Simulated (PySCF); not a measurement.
One molecule, one basis, several functionals.

Species: isopropyl acetate, C₅H₁₀O₂.
SMILES: `CC(=O)OC(C)C`

Torsions of this conformer, `[CH3:1][C:2](=[O:3])[O:4][CH:5]([CH3:6])[CH3:7]`: C1–C2–O4–C5 180°, C2–O4–C5–C6 154°.

PySCF, def2-SVPD basis, density fitting, gas phase, PBE0-D3(BJ)/def2-SVP geometry; singlet excitations by full TDDFT with frozen cores, triplets by Tamm–Dancoff TDDFT and ionisation energies by ΔSCF, from the lowest of the holes tried. One functional is left out:

```
functional  exact exchange (%)  HOMO energy (eV)  LUMO energy (eV)  lowest singlet excitation (eV)  lowest triplet excitation (eV)  dipole moment (D)  mean polarisability (au)  vertical ionisation energy (eV)
       LDA                   0             -6.47             -1.09                            5.62                            5.17              2.006                      73.6                             9.92
       PBE                   0             -6.28             -0.84                            5.64                            5.12              1.965                      72.7                             9.72
      PBE0                  25             -7.96              0.30                            5.92                            5.37              2.002                      69.4                            10.11
 BHandHLYP                  50             -9.60              1.06                            6.18                            5.66              2.044                      67.1                            10.13
```

Question: Predict the row of B3LYP (20 % exact exchange) by straight lines through the other rows, and check it.

Answer: 
```csv
property,line,computed,computed − line,"PBE0 (25 %), for comparison"
HOMO energy (eV),-7.66,-7.70,-0.04,-7.96
LUMO energy (eV),-0.09,0.00,+0.09,0.30
lowest singlet excitation (eV),5.85,5.85,0.00,5.92
lowest triplet excitation (eV),5.34,5.34,0.00,5.37
dipole moment (D),2.006,1.997,-0.009,2.002
mean polarisability (au),70.5,70.1,-0.4,69.4
vertical ionisation energy (eV),9.98,10.14,+0.16,10.11
```
